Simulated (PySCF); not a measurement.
**Rb⁺ (rubidium, charge +1) across methods**

[Kr], closed-shell 1S. Computed with PySCF 2.14 in x2c-QZVPPall with one added diffuse shell each of s, p, d, f, g type (14s9p8d4f3g, 136 functions), with the spin-free X2C one-electron Hamiltonian (Gaussian nucleus).

```
method  E (hartree)  mean ε 3d (eV)  mean ε 4s (eV)  mean ε 4p (eV)  Σ⟨r²⟩ (bohr²)   ⟨S²⟩
revPBE     -2980.69         -109.66         -37.563         -21.607          31.35  0.000
   UHF  -2979.01079         -131.78         -48.073         -27.467          31.44  0.000
  BP86     -2981.24         -109.90         -37.725         -21.738          31.33  0.000
  PBE0     -2980.57         -115.55         -40.533         -23.385          31.30  0.000
 B97-3     -2980.63         -116.00         -40.683         -23.471          31.26  0.000
   LDA     -2976.86         -110.08         -37.772         -21.791          31.38  0.000
r2SCAN     -2980.86         -111.42         -38.686         -22.160          31.23  0.000
```

**Question.** Estimate the same row for PBE.

**Answer.** E (hartree) = -2980.50; mean ε 3d (eV) = -109.74; mean ε 4s (eV) = -37.610; mean ε 4p (eV) = -21.643; Σ⟨r²⟩ (bohr²) = 31.38; ⟨S²⟩ = 0.000.
